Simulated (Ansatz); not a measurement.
Reaction: CH5BN (SMILES BN[CH2], doublet) → CH5BN (SMILES C[N]B, doublet)
Each species at its own B3LYP-D3(BJ)/def2-TZVP minimum (Ansatz, a program for electronic structure).

Wanted: isomerisation energy (electronic), in kJ/mol. Open shells are spin-unrestricted; no spin-orbit coupling. CBS(X,Y): correlation extrapolated as X^-3, Hartree-Fock from the larger set. A bracket is a step between two methods taken in the basis named. Functionals run without relativity, which enters their misses. Double hybrids freeze cores in their MP2 part. '+ core + X2C': CCSD(T) terms for core correlation (cc-pwCVTZ) and scalar relativity (cc-pVTZ-DK).

CCSD(T)/CBS(cc-pVTZ,cc-pVQZ) + [CCSDT(Q) - CCSD(T)]/cc-pVDZ + core + X2C (Ansatz) gives 59.0 kJ/mol.

Problem. How far off this value is PBE/def2-TZVPD (Ansatz), in which direction, and which of these levels come nearer: r2SCAN/def2-TZVPD, B3LYP/def2-TZVPD, PBE0/def2-TZVPD, wB97M-V/def2-TZVPD, B2PLYP/def2-TZVPD, CCSD(T)/CBS(cc-pVTZ,cc-pVQZ) + core + X2C?

Solution. PBE gives 45.0 kJ/mol, 14.0 kJ/mol below it. Differences of the others: r2SCAN/def2-TZVPD (Ansatz) -10.3; B3LYP/def2-TZVPD (Ansatz) -10.5; PBE0/def2-TZVPD (Ansatz) -6.9; wB97M-V/def2-TZVPD (Ansatz) -3.2; B2PLYP/def2-TZVPD (Ansatz) -3.3; CCSD(T)/CBS(cc-pVTZ,cc-pVQZ) + core + X2C (Ansatz) 0.8 kJ/mol. Nearer than PBE: r2SCAN/def2-TZVPD, B3LYP/def2-TZVPD, PBE0/def2-TZVPD, wB97M-V/def2-TZVPD, B2PLYP/def2-TZVPD, CCSD(T)/CBS(cc-pVTZ,cc-pVQZ) + core + X2C.
